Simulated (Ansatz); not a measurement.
`O[SiH2][CH2][GeH3]` + `C=N` → `C=[N][GeH3]` + `C[SiH2]O` at 298.15 K and 1 bar (ligand exchange at a Ge–C bond).

Gas-phase electronic energies from Ansatz, PBE0-D4/def2-TZVP geometries. CBS: MP2 limit from def2 TZ/QZ plus the TZ coupled-cluster correction, frozen cores. This one scheme is used for every species. For Ge outer-core shells are correlated without core-valence functions, which leaves a few kJ/mol of doubt a bond. Scalar relativity is left out up to krypton. One conformer a species, not always the lowest.

| species | CCSD(T)/CBS energy (Eh) | H − E (kJ/mol) | S (J/(mol·K)) |
| --- | --- | --- | --- |
| `O[SiH2][CH2][GeH3]` | -2483.27897 | 236.7 | 367.2 |
| `C=N` | -94.52360 | 115.3 | 227.0 |
| `C=[N][GeH3]` | -2171.83462 | 155.5 | 294.6 |
| `C[SiH2]O` | -405.96945 | 193.7 | 296.5 |

H − E and S are ideal-gas, rigid-rotor, harmonic terms from PBE0-D4/def2-TZVP, for one conformer and one mirror image of each species. 1 Eh = 2625.50 kJ/mol, R = 8.31446 J/(mol·K).

Problem. By hand: ΔE, ΔH, ΔS and ΔG.

Solution. ΔE = (-2171.83462) + (-405.96945) − (-2483.27897) − (-94.52360) = -0.00150 Eh = -3.9 kJ/mol. Δ(H − E) = 155.5 + 193.7 − 236.7 − 115.3 = -2.8, so ΔH = -6.7 kJ/mol. ΔS = 294.6 + 296.5 − 367.2 − 227.0 = -3.1 J/(mol·K). ΔG = -6.7 − 298.15 × (-3.1)/1000 = -5.8 kJ/mol.

Problem. By hand: the equilibrium constant, and the temperature at which ΔG would vanish if ΔH and ΔS stayed fixed.

Solution. log₁₀ K = −ΔG/(RT ln 10) = 1.0. ΔG = 0 at ΔH/ΔS = 2161 K, though so small a ΔH makes that figure unsure.

The number of gas molecules stays the same, so ΔS is small and ΔH decides. The sign of ΔG lies within the doubt. A doubt of 5 kJ/mol in ΔE shifts log₁₀ K by 0.9 here. Other conformers and mirror images would add mixing entropy, several J/(mol·K) or more a flexible species. Modes under 60 cm⁻¹, often nearly free rotors, make the harmonic entropy too high. These are equilibria of isolated gas molecules and say nothing of rates. Largest T1 diagnostic: 0.013 (customary marks: 0.02 for closed shells, 0.045 for open ones).
